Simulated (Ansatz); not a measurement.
Relaxation of Cl₃F₂HOW (8 atoms, charge 0, multiplicity 1), to a largest force component of 0.02 eV/Å in at most 40 steps.

Theory: Ansatz, RHF/def2-SVP.

```xyz
8
Properties=species:S:1:pos:R:3
W 0.000 0.000 0.000
F 0.000 0.000 1.850
Cl 2.390 0.000 0.000
Cl 0.000 2.390 0.000
F -1.850 0.000 0.000
O 0.000 -1.940 0.000
H 0.382 -2.277 0.872
Cl 0.000 0.000 -2.390
```

Problem. Where does it end, and by what steps?

Solution. The run converged. The force dipped under the threshold on the way, but the program's further checks kept it going. After 23 steps the energy has fallen by 0.750 eV; H7 moved furthest, 0.71 Å.

```tsv
step	energy less start (eV)	largest force component (eV/Å)	accepted
0	0.0000	2.943	yes
1	-0.3484	2.221	yes
2	-0.6566	0.793	yes
3	-0.7094	0.306	yes
4	-0.7260	0.394	yes
5	-0.7340	0.292	yes
6	-0.6823	2.105	no
7	-0.7432	0.110	yes
8	-0.7415	0.482	no
9	-0.7443	0.040	yes
10	-0.7448	0.190	yes
11	-0.7460	0.030	yes
12	-0.7462	0.055	yes
13	-0.7460	0.121	no
14	-0.7463	0.014	yes
15	-0.7463	0.279	yes
16	-0.7478	0.035	yes
17	-0.7490	0.021	yes
18	-0.6984	2.291	no
19	-0.7495	0.010	yes
20	-0.7465	0.543	no
21	-0.7495	0.025	yes
22	-0.7495	0.136	no
23	-0.7497	0.010	yes
```

```xyz
8
Properties=species:S:1:pos:R:3
W 0.058 0.033 0.055
F 0.019 0.276 1.885
Cl 2.363 0.117 0.090
Cl -0.002 2.328 -0.164
F -1.786 0.048 0.130
O 0.098 -1.755 0.258
H 0.219 -2.693 0.315
Cl -0.047 -0.180 -2.237
```

Whether the end is a true minimum wasn't checked by a vibrational analysis.

Run time: 46 s on 4 threads of Arm Neoverse V1, with other jobs on the host, peak memory 0.36 GiB.
